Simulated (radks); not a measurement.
Coulomb parameter of the 4d shell of the silver ion Ag2+ in the model configuration [Kr] 4d7.5 5p1.5, as a second difference U = [E(n + 0.5) + E(n - 0.5) - 2 E(n)] / (0.5)^2 with all orbitals relaxed. "Bare": the charge of the atom changes with n. "Screened": the 5p shell takes up the change at fixed total charge, which measures U(4d,4d) + U(5p,5p) - 2 U(4d,5p). Calculated with a radial shooting solver on a logarithmic mesh with Libxc functionals: scalar-relativistic Kohn-Sham, r2SCAN, spin-unpolarised, spherical densities, finite nucleus; meta-GGA in the generalised Kohn-Sham scheme; Fermi nuclear charge, rms radius 4.5454 fm.

case,configuration,E - E(n) (eV)
start,[Kr] 4d7.5 5p1.5,0.000
bare +0.5,[Kr] 4d8 5p1.5,-16.931
bare -0.5,[Kr] 4d7 5p1.5,20.556
screened +0.5,[Kr] 4d8 5p1,-9.780
screened -0.5,[Kr] 4d7 5p2,10.634

U(bare) = 14.500 eV, U(screened by 5p) = 3.415 eV, against the Slater integral F0(4d,4d) = 19.918 eV with frozen orbitals.
